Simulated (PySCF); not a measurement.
All of these have the formula C7H6FN. Level of theory: PySCF, TDDFT PBE0/def2-SVPD, vertical, gas phase, core orbitals frozen in the response. Geometries: GFN2-xTB; one conformer of each isolated species. Triplets are in the Tamm–Dancoff approximation.

A. `C=C/C(=C\C#N)C(=C)F`
B. `C=C1C[C@](F)(C#N)C1=C`
C. `C#CC(C#C)/N=C/CF`

Lowest singlet levels (six at most, fewer where fewer were computed) with oscillator strengths:

1. 5.04 eV (f 0.229); 5.91 eV (f 0.001); 6.49 eV (f 0.022); 6.53 eV (f 0.077); 6.63 eV (f 0.078); 6.70 eV (f 0.016); T1 2.83 eV
2. 4.57 eV (f 0.477); 5.01 eV (f 0.040); 5.62 eV (f 0.043); 5.71 eV (f 0.064); 6.25 eV (f 0.072); 6.56 eV (f 0.006); T1 2.52 eV
3. 5.06 eV (f 0.000); 5.95 eV (f 0.003); 6.19 eV (f 0.001); 6.39 eV (f 0.090); 6.42 eV (f 0.009); 6.61 eV (f 0.000); T1 4.28 eV

Task: Which spectrum belongs to which structure?

Result: 1 = B, 2 = A, 3 = C.
- A: S1 at 4.57 eV, HOMO→LUMO (95%); Löwdin shares by element: HOMO carbon 46% or more, nitrogen 12% (atoms not listed hold the other 42%); LUMO carbon 60% or more (atoms not listed hold the other 40%); HOMO -7.36 and LUMO -2.56 eV.
- B: S1 at 5.04 eV, HOMO→LUMO (96%); Löwdin shares by element: HOMO carbon 85% or more (atoms not listed hold the other 15%); LUMO carbon 67% or more (atoms not listed hold the other 33%); HOMO -7.51 and LUMO -2.12 eV.
- C: S1 at 5.06 eV, HOMO→LUMO (86%), HOMO-3→LUMO (12%); Löwdin shares by element: HOMO nitrogen 41%, carbon 26% or more (atoms not listed hold the other 33%); LUMO carbon 44% or more, nitrogen 31%, hydrogen 6% or more (atoms not listed hold the other 19%); HOMO -7.89 and LUMO -0.95 eV.
B and C have S1 within 0.02 eV of each other; their strongest listed levels stand at 5.04 eV (f 0.229) and 6.39 eV (f 0.090).
